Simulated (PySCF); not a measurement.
Energy of Rb²⁺ (rubidium, charge +2) between two integer charges

The 4p beta orbital of [Ar] 3d10 4s2 4p5 is emptied in steps (occupation f), with all orbitals relaxed, ending at [Ar] 3d10 4s2 4p4. Calculation: PySCF 2.14, in jorge-DZP-DKH (8s6p2d, 36 functions); scalar relativity by spin-free X2C-1e. The exact energy is a straight line in f; departures are measured from the line between the end points of the same method.

```tsv
f	UHF (eV)	LDA (eV)	PBE (eV)	PBE0 (eV)	r2SCAN (eV)	LC-wPBE (eV)	BHandHLYP (eV)	wB97X (eV)	B3LYP (eV)	CAM-B3LYP (eV)
1	0.000	0.000	0.000	0.000	0.000	0.000	0.000	0.000	0.000	0.000
0.9	0.018	-0.603	-0.586	-0.437	-0.553	-0.173	-0.298	-0.213	-0.477	-0.315
0.7	0.041	-1.402	-1.360	-1.015	-1.276	-0.398	-0.695	-0.500	-1.110	-0.734
0.5	0.047	-1.664	-1.610	-1.202	-1.496	-0.468	-0.829	-0.600	-1.319	-0.872
0.3	0.039	-1.393	-1.344	-1.003	-1.233	-0.387	-0.698	-0.511	-1.105	-0.732
0.1	0.016	-0.594	-0.572	-0.427	-0.518	-0.162	-0.300	-0.224	-0.472	-0.313
0	0.000	0.000	0.000	0.000	0.000	0.000	0.000	0.000	0.000	0.000
```

Task: For PBE0, how does the orbital energy at f = 1 compare with the removal energy?

Result: −ε = 36.220 eV against a total-energy difference of 41.085 eV. By Janak's theorem ε = ∂E/∂f, so the gap between them reflects the curvature. Along the path −ε is 37.210 (f = 0.9), 39.178 (f = 0.7), 41.121 (f = 0.5), 43.031 (f = 0.3), 44.894 (f = 0.1) eV.

```tsv
method	E(f=0) − E(f=1) (eV)	−ε at f=1 (eV)	−ε at f=0.5 (eV)
UHF	39.822	40.023	39.817
LDA	41.373	34.670	41.403
PBE	41.024	34.506	41.072
PBE0	41.085	36.220	41.121
r2SCAN	41.205	35.026	41.334
LC-wPBE	41.213	39.283	41.245
BHandHLYP	41.028	37.720	41.021
wB97X	41.120	38.753	41.088
B3LYP	41.182	35.880	41.198
CAM-B3LYP	41.185	37.682	41.191
```

Reference removal energy between the ground levels: 39.247 eV (semi-empirical (NIST evaluation); NIST Atomic Spectra Database, ionization energies). The calculation has no spin-orbit coupling. UHF lacks correlation.
